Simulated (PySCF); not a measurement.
Compound: (NaF)4 ring, Na4F4.
Bonds: Na1–F2, Na1–F8, F2–Na3, Na3–F4, F4–Na5, Na5–F6, F6–Na7, Na7–F8.

The calculation used TDDFT PBE0/def2-SVPD, vertical, gas phase, core orbitals frozen in the response (PySCF 2.14.0, density-fitted response routines). The structure is a single PBE0-D3(BJ)/def2-SVP conformer in the gas phase; no vibrational or solvent corrections.

**Question.** What does the calculation give for the low-lying excited states?

**Answer.** 

```json
{"state": "S1", "E (eV)": "6.75", "λ (nm)": "183.6", "ν̃ (cm⁻¹)": "54470", "f": "0.0002", "|μ| (D)": "0.09", "main configurations (H = HOMO, L = LUMO)": "H→L (84%)"}
{"state": "S2", "E (eV)": "6.76", "λ (nm)": "183.3", "ν̃ (cm⁻¹)": "54540", "f": "0.0000", "|μ| (D)": "0.04", "main configurations (H = HOMO, L = LUMO)": "H-1→L (83%)"}
{"state": "S3", "E (eV)": "6.79", "λ (nm)": "182.5", "ν̃ (cm⁻¹)": "54790", "f": "0.0001", "|μ| (D)": "0.07", "main configurations (H = HOMO, L = LUMO)": "H-3/H-2→L (≥81%), H-1→L+1 (8%)"}
{"state": "S4", "E (eV)": "6.80", "λ (nm)": "182.4", "ν̃ (cm⁻¹)": "54820", "f": "0.0000", "|μ| (D)": "0.04", "main configurations (H = HOMO, L = LUMO)": "H-3/H-2→L (≥81%)"}
{"state": "S5", "E (eV)": "6.81", "λ (nm)": "182.0", "ν̃ (cm⁻¹)": "54950", "f": "0.091", "|μ| (D)": "1.88", "main configurations (H = HOMO, L = LUMO)": "H-4→L (82%), H→L+1 (10%)"}
{"state": "S6", "E (eV)": "6.83", "λ (nm)": "181.6", "ν̃ (cm⁻¹)": "55050", "f": "0.090", "|μ| (D)": "1.86", "main configurations (H = HOMO, L = LUMO)": "H-5→L (82%), H→L+2 (9%)"}
{"state": "S7", "E (eV)": "6.86", "λ (nm)": "180.8", "ν̃ (cm⁻¹)": "55310", "f": "0.137", "|μ| (D)": "2.29", "main configurations (H = HOMO, L = LUMO)": "H-6→L (83%)"}
{"state": "S8", "E (eV)": "6.96", "λ (nm)": "178.0", "ν̃ (cm⁻¹)": "56180", "f": "0.0000", "|μ| (D)": "0.04", "main configurations (H = HOMO, L = LUMO)": "H-7→L (78%), H-5→L+1 (10%), H-4→L+2 (9%)"}
{"state": "S9", "E (eV)": "7.02", "λ (nm)": "176.6", "ν̃ (cm⁻¹)": "56640", "f": "0.0000", "|μ| (D)": "0.01", "main configurations (H = HOMO, L = LUMO)": "H-8→L (87%)"}
```

Triplets, Tamm–Dancoff:

| state | E (eV) | λ (nm) | main configurations (H = HOMO, L = LUMO) |
| --- | --- | --- | --- |
| T1 | 6.65 | 186.4 | H→L (81%) |
| T2 | 6.66 | 186.2 | H-1→L (78%), H-3/H-2→L+1 (≥8%) |
| T3 | 6.67 | 185.9 | H-3/H-2→L (≥76%), H-1→L+1 (9%) |
| T4 | 6.67 | 185.8 | H-3/H-2→L (≥76%), H-6→L+1 (8%), H-1→L+2 (8%) |

The lowest singlet level (S1/S2) lies at 6.75 eV (184 nm, vacuum ultraviolet) and is dark (f under 0.0005). The most intense listed level is S7 at 6.86 eV (181 nm, f = 0.137), 0.10 eV above S1. S1/S2 and S3/S4 lie within about 0.01 eV of each other in each set. Löwdin shares by element: HOMO fluorine 95%; LUMO sodium 96%. The listed states span 0.27 eV, and the widest gap between neighbours is 0.11 eV (S7 to S8). The oscillator strengths of these states sum to 0.319; summed over the whole spectrum of an exact calculation they would give the number of electrons, 80 (Thomas–Reiche–Kuhn). Orbital energies (eV): HOMO-3 -8.29, HOMO-2 -8.29, HOMO-1 -8.27, HOMO -8.24, LUMO -0.42, LUMO+1 0.01, LUMO+2 0.05. Orbitals of the list HOMO-3 to LUMO+2 that lie within 0.01 eV of each other are written together with a slash and their weights summed (≥ marks a lower bound); for degenerate orbitals outside that list single weights are arbitrary. Only the lowest 10 singlets were computed, as vertical energies without vibronic structure. The highest level found (7.23 eV, f 0.064 so far) is left out, since the window may have cut off a degenerate partner.
